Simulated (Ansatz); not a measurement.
Computed with Ansatz on PBE0-D4/def2-TZVP structures; ΔE is electronic, products minus reactants. CCSD(T)/CBS is the MP2 limit (def2-TZVPP, def2-QZVPP) plus CCSD(T) − MP2 in def2-TZVPP, frozen cores. This one scheme is used for every species. Functionals use def2-TZVPP. B3LYP here is the variant with VWN-RPA as its local correlation; programs differ in this. For Ge outer-core shells are correlated without core-valence functions, which leaves a few kJ/mol of doubt a bond. Scalar relativity is left out up to krypton. Each species was taken in one conformer, which may not be the lowest.

`[CH3][GeH2][SiH2]Cl` + H₂ → `Cl[SiH2][GeH3]` + CH₄  (hydrogenolysis of a Ge–C bond)

```
             level  ΔE (kJ/mol)  difference from CCSD(T)/CBS
            PBE-D4        -37.5                         -1.1
           PBE0-D4        -40.2                         -3.8
          B3LYP-D4        -41.7                         -5.3
           ωB97X-V        -41.1                         -4.7
            B2PLYP        -44.1                         -7.7
               PBE        -43.2                         -6.8
            r2SCAN        -41.4                         -5.0
             B3LYP        -50.7                        -14.3
     HF/def2-TZVPP        -60.8                        -24.4
SCS-MP2/def2-TZVPP        -36.6                         -0.2
   CCSD/def2-TZVPP        -41.5                         -5.1
CCSD(T)/def2-TZVPP        -37.3                         -0.9
    MP2/def2-QZVPP        -30.7                          5.7
      HF/CBS(def2)        -61.7                        -25.3
     MP2/CBS(def2)        -30.0                          6.4
    CCSD/CBS(def2)        -40.6                         -4.2
       CCSD(T)/CBS        -36.4                            0
```

Largest T1 diagnostic among the species: 0.011.

The D4 term adds +9.0 kJ/mol with B3LYP and +5.1 kJ/mol with PBE0; it sums over pairs of atoms, weighted by their polarisabilities, and B3LYP, whose exchange is more repulsive, gets the larger term. In def2-TZVPP, CCSD(T) changes the Hartree–Fock value by +23.5 kJ/mol (the triples alone add +4.2 kJ/mol) and MP2 by +29.9 kJ/mol.
